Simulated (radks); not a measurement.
Spherical jellium clusters: N electrons in a uniform positive sphere of charge N and radius rs N^(1/3), rs = 2.11 bohr. Calculated with a radial shooting solver with Libxc functionals: non-relativistic Kohn-Sham, LDA (Slater exchange, Perdew-Wang correlation), spin-polarised, spherical densities. Levels are named by radial order and angular momentum (1s, 1p, 1d, 2s, ...), and open shells are averaged over m.

N = 20, configuration 1s2 1p6 1d10 2s2. This is the lowest configuration that the search found. Occupied and some empty levels:

level  occupation  eigenvalue (eV)  <r> (bohr)
1s              2          -11.378       3.518
1p              6          -8.5334       4.327
1d             10          -5.2181       5.024
2s              2          -4.3146       4.768
1f              0          -1.7238       5.917
2p              0          -1.4209       7.001

Energy (eV): total -10.8108, kinetic 103.43, external -2186.4, Hartree 1052.8, exchange-correlation -120.87, background 1140.3. Static polarisability (adiabatic kernel): 341.4 bohr^3, against R^3 = 187.9 for a classical metal sphere.
